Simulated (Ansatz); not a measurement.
Stepwise reaction of `O=C[SiH2][SiH3]` with hydrogen fluoride, as a gas-phase model of exchange steps in deposition or etching. ΔE in kJ/mol.

Isolated molecules relaxed with PBE0-D4/def2-TZVP in Ansatz; ΔE leaves out vibrations. CBS: MP2 limit from def2 TZ/QZ plus the TZ coupled-cluster correction, frozen cores. This one scheme is used for every species. DFT in def2-TZVPP. B3LYP here is the variant with VWN-RPA as its local correlation; programs differ in this. One conformer a species, not always the lowest.

| step | reaction | PBE-D4 | B3LYP-D4 | ωB97M-V | CCSD(T)/CBS |
| --- | --- | --- | --- | --- | --- |
| 1 | `O=C[SiH2][SiH3]` + H–F → `O=C[SiH](F)[SiH3]` + H₂ | -95.5 | -106.2 | -105.6 | -101.2 |

Give the row of step 2, `O=C[SiH](F)[SiH3]` + H–F → `O=C[Si](F)(F)[SiH3]` + H₂. (An estimate is asked.)

Computed: 
```tsv
step	reaction	PBE-D4	B3LYP-D4	ωB97M-V	CCSD(T)/CBS
2	`O=C[SiH](F)[SiH3]` + H–F → `O=C[Si](F)(F)[SiH3]` + H₂	-119.0	-129.3	-130.6	-125.7
```

By hand: ΔE of the 2 steps together at CCSD(T)/CBS.

(-101.2) + (-125.7) = -226.9 kJ/mol, or -113.5 kJ/mol a step.

In ΔE each step is lower than the one before. All are downhill at CCSD(T)/CBS. PBE-D4 differs from CCSD(T)/CBS by 5.7 to 6.7 kJ/mol a step. Isolated molecules leave out the surface, adducts and barriers. Largest T1 diagnostic: 0.016.
